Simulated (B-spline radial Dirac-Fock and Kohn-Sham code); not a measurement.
Calculated with a radial B-spline solver, using Dirac-Fock energy differences between relaxed states, corrected for Breit and QED terms. Correlation and solid-state effects are left out.

Question: Identify the element and charge state from the binding energies below (tabulated ground configuration; the least bound level is included).

```
level  binding energy (eV)
   1s              33057.1
   2s               7697.9
   2p               7386.4
```

Answer: Sn⁴⁴⁺: Z = 50 with 6 electrons, [He] 2s2 2p2. The hydrogen-like estimate √(E/Ry) = 49.3 for the K level lies 0.7 below Z (screening lowers it, relativity raises it); the outermost level, at 7386.4 eV, fixes the charge.
